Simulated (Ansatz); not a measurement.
Species: H₃BPO, charge 0, doublet. H3BPO (SMILES B(O)[PH], doublet).
B3LYP-D3(BJ)/def2-TZVP minimum from Ansatz (a quantum-chemistry and plane-wave program):
```
B
O 1 1.3547
H 2 0.9647 1 115.07
H 1 1.1928 2 116.19 3 179.92
P 1 1.9389 4 122.35 2 -176.84
H 5 1.4213 1 94.84 4 -29.75
```
Charge 0, spin multiplicity 2.

Atomisation energy term by term, kcal/mol (programs: Ansatz). UHF or UKS for unpaired electrons; spin-orbit terms are left out. Correlated methods leave the cores frozen. Rows without X2C or -DK are non-relativistic. CBS(X,Y): correlation extrapolated as X^-3, Hartree-Fock from the larger set. A bracket is a step between two methods taken in the basis named. 'core' is core correlation in cc-pwCVTZ (1s frozen past Ne), 'X2C' scalar relativity in cc-pVTZ-DK, both at CCSD(T). For partners of very few electrons the exact lower level stands in for a higher one.

```
term                                       basis  kcal/mol
------------------  ----------------------------  --------
Hartree-Fock                         cc-pV(Q+d)Z    346.38
CCSD correlation    CBS(cc-pV(T+d)Z,cc-pV(Q+d)Z)    123.00
(T)                 CBS(cc-pV(T+d)Z,cc-pV(Q+d)Z)      8.13
CCSDT(Q) - CCSD(T)                   cc-pV(D+d)Z      0.69
core correlation                       cc-pwCVTZ      1.92
scalar relativity                X2C, cc-pVTZ-DK     -0.65
sum: De                                              479.5
```
